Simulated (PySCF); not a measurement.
Cost against size for one kind of job: PySCF, GIAO PBE0/pcSseg-1 NMR shielding, non-relativistic, gas phase; work: shieldings, ring-centre shieldings, charges and field gradients. Hardware: one thread, Arm Neoverse N1 (aarch64), on a shared host. Other jobs ran on the host; a repeat could differ by tens of per cent or more.

```tsv
species (SMILES)	atoms	electrons	basis functions	SCF cycles	wall time
C=CC[C@@H]1COBO1	17	60	181	14	43 s
B1OC[C@@H](C2CC2)O1	17	60	181	14	45 s
C=C[C@H]([SiH3])C1=C[SiH2]C1	20	76	210	14	?
C#C[Si@@H]([SiH2]C)C1CC1	20	76	210	14	68 s
C=C[Si@H](C)C1=C[SiH2]C1	20	76	210	14	73 s
C#C[C@@H]1C(=O)C[C@@H](C#C)C1=O	17	76	217	15	77 s
CCO[Si@@H]1C[SiH2][C@H](F)C1	22	88	232	14	92 s
C[C@H]([SiH3])N([SiH2]F)C1CC1	23	88	237	12	96 s
CC[C@@H]1CB(Cl)BC[C@@H]1F	22	84	237	14	?
B[C@@]1(C)CC[C@H](CF)CO1	24	78	240	14	99 s
```

Problem. Estimate the withheld figures.

Solution. `C=C[C@H]([SiH3])C1=C[SiH2]C1`: 73 s; `CC[C@@H]1CB(Cl)BC[C@@H]1F`: 1.7 min.
